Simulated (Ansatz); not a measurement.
One change: `COBCCl` becomes `C[SiH2]BCCl`.

Ansatz, PBE0-D4/def2-TZVP geometries, multiplicity 1. Each molecule was computed in one conformer, which needn't be the lowest. `C[SiH2]BCCl` holds a close contact that its SMILES doesn't draw: Cl···B 2.17 Å.

| property | `COBCCl` |
| --- | --- |
| size of the dipole moment (B3LYP/def2-TZVPP) / D | 2.55 |
| size of the dipole moment (ωB97M-V/def2-TZVPP) / D | 2.57 |
| HOMO–LUMO gap (PBE/def2-TZVPP) / eV | 5.10 |
| LUMO energy (ωB97M-V/def2-TZVPP) / eV | 1.40 |
| HOMO energy (PBE0/def2-TZVPP) / eV | -8.03 |
| HOMO energy (ωB97M-V/def2-TZVPP) / eV | -10.31 |

**Question.** Give the same properties after the change, and the shifts. (An estimate is asked.)

**Answer.** Computed: 
| property | `C[SiH2]BCCl` | shift |
| --- | --- | --- |
| size of the dipole moment (B3LYP/def2-TZVPP) / D | 2.10 | -0.45 |
| size of the dipole moment (ωB97M-V/def2-TZVPP) / D | 2.11 | -0.46 |
| HOMO–LUMO gap (PBE/def2-TZVPP) / eV | 4.61 | -0.49 |
| LUMO energy (ωB97M-V/def2-TZVPP) / eV | 0.99 | -0.41 |
| HOMO energy (PBE0/def2-TZVPP) / eV | -7.74 | 0.29 |
| HOMO energy (ωB97M-V/def2-TZVPP) / eV | -9.91 | 0.40 |

With PBE0 the HOMO rises by 0.29 eV and the LUMO falls by 0.38 eV, so the gap narrows by about 0.67 eV. PBE moves the HOMO by 0.14 eV and ωB97M-V by 0.40 eV. Dipoles are sizes alone; their direction can turn.

B3LYP here is the variant with VWN-RPA as its local correlation; programs differ in this.
